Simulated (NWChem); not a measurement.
[F][In]([SiH3])[SiH3] (InSi2H6F), optimised at PBE0/def2-SVP with NWChem:

- highest occupied level (eV): -7.31
- orbital gap (eV): 5.14
- dipole (D): 2.88

For one or both, no frequency run checked for a minimum. def2 effective core potentials on In; no spin-orbit coupling.

Problem. One F atom is replaced by H, giving [SiH3][InH][SiH3] (InSi$_{2}$H$_{7}$), optimised at the same level. How do these values move?

Solution. 
```json
[
 {"quantity": "highest occupied level (eV)", "new value": "-7.07", "change": "+0.24"},
 {"quantity": "orbital gap (eV)", "new value": "4.74", "change": "-0.40"},
 {"quantity": "dipole (D)", "new value": "0.15", "change": "-2.73"}
]
```
